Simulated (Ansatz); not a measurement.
Breaking the C3–H4 bond in CH4Cd (SMILES [CH3][CdH]) (multiplicity 1 held, fragments rigid). Energies count from the point at 1.090 Å.
Geometry at that point (charge 0, multiplicity 1):
| atom | x (Å) | y (Å) | z (Å) |
|---|---|---|---|
| Cd | -0.2807 | -0.1510 | -0.0414 |
| H | -1.7499 | -0.9416 | -0.2582 |
| C | 1.5814 | 0.8509 | 0.2333 |
| H | 2.0312 | 0.5593 | 1.1828 |
| H | 1.4329 | 1.9311 | 0.2353 |
| H | 2.2707 | 0.5954 | -0.5719 |

Restricted levels (R-, RO-) in cc, def2 and unpolarised 6-31G sets keep to the state of the molecule at rest. Active spaces are followed from a long bond inwards. Curves can end on different states.

Frozen-core correlation.

Run with Ansatz (a quantum-chemistry and plane-wave program) with Gaussian orbitals.  In def2 rows elements past Kr take small-core potentials, without spin–orbit coupling.

Problem. Estimate the energy at R = 3.489 Å that CASSCF(2,2)/def2-TZVPP returns for this input.

Solution. 4.30 eV

Problem. Estimate the energy at R = 3.489 Å that FIC-MRCISD+Q on CASSCF(2,2)/def2-TZVPP returns for this input.

Solution. 4.88 eV

Problem. What energy at R = 3.489 Å does R-MP2/def2-TZVPP give?

Solution. 6.78 eV

Doubts at one or more of the structures used: a restricted determinant that unrestricted orbitals would lower (R-MP2/def2-TZVPP).
